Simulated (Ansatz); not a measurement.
Gas-phase electronic energies from Ansatz, PBE0-D4/def2-TZVP geometries. CCSD(T)/CBS adds triple-zeta CCSD(T) − MP2 to the extrapolated MP2 energy (def2 sets, frozen cores). This one scheme is used for every species. DFT in def2-TZVPP. B3LYP here is the variant with VWN-RPA as its local correlation; programs differ in this. Each species was taken in one conformer, which may not be the lowest.

`C/N=C\[SiH2]S` + H₂O → `O[SiH2]S` + `C=NC`  (formal hydrolysis of the Si–C bond)

```
             level  ΔE (kJ/mol)  difference from CCSD(T)/CBS
            B2PLYP       -124.7                        -10.8
               PBE       -109.7                          4.2
            r2SCAN       -118.4                         -4.5
              PBE0       -114.5                         -0.6
             B3LYP       -126.6                        -12.7
   CCSD/def2-TZVPP       -121.0                         -7.1
CCSD(T)/def2-TZVPP       -116.4                         -2.5
      HF/CBS(def2)       -144.9                        -31.0
     MP2/CBS(def2)       -115.2                         -1.3
    CCSD/CBS(def2)       -118.5                         -4.6
       CCSD(T)/CBS       -113.9                            0
```

Largest T1 diagnostic among the species: 0.012.

From PBE to PBE0 (25 % exact exchange), in def2-TZVPP and without D4, ΔE moves by −4.8 kJ/mol. In def2-TZVPP, CCSD(T) changes the Hartree–Fock value by +27.7 kJ/mol (the triples alone add +4.6 kJ/mol) and MP2 by +26.4 kJ/mol.
